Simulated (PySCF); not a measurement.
From one molecule to another.

First species: C3H15NSi3.
SMILES: `CC(C)[Si](N)([SiH3])[SiH3]`

Second species: C8H7N.
SMILES: `C=C1C=C/C1=C/CC#N`

Levels: PBE0/pcSseg-1 for dipole moment, HOMO energy, LUMO energy and HOMO–LUMO gap; GFN2-xTB for rotational constant A and rotational constant C. Geometries: GFN2-xTB. All species are isolated and taken at one optimised geometry, non-relativistic unless stated. Electronic properties by PySCF.

The conformers computed, where there is a choice (atom-mapped SMILES and torsion angles):
- `[CH3:1][CH:2]([CH3:3])[Si:4]([NH2:5])([SiH3:6])[SiH3:7]`: C1–C2–Si4–N5 -176°, H–N5–Si4–C2 49°, H–N5–Si4–C2 -174°
- `[CH2:1]=[C:2]1[CH:3]=[CH:4]/[C:5]1=[CH:6]/[CH2:7][C:8]#[N:9]`: C5–C6–C7–C8 114°

Which of the two has the higher HOMO energy, and by how much?

The first: -6.88 eV against -7.08 eV, a difference of 0.20 eV.

Which of the two has the higher rotational constant A, and by how much?

The second: 3.540 GHz against 1.301 GHz, a difference of 2.239 GHz.

Which of the two has the higher rotational constant C, and by how much?

The first: 0.885 GHz against 0.820 GHz, a difference of 0.065 GHz.

Which of the two has the higher HOMO–LUMO gap, and by how much?

The first: 6.49 eV against 5.80 eV, a difference of 0.69 eV.

Which has the higher LUMO energy?

The first: -0.39 eV against -1.28 eV, a difference of 0.89 eV.

Which of the two has the higher dipole moment, and by how much?

The second: 4.38 D against 1.48 D, a difference of 2.90 D.

On the first: In atomic units the dipole is 0.58 e·bohr (1 au = 2.5417 D).

On the second: In atomic units the dipole is 1.72 e·bohr (1 au = 2.5417 D).
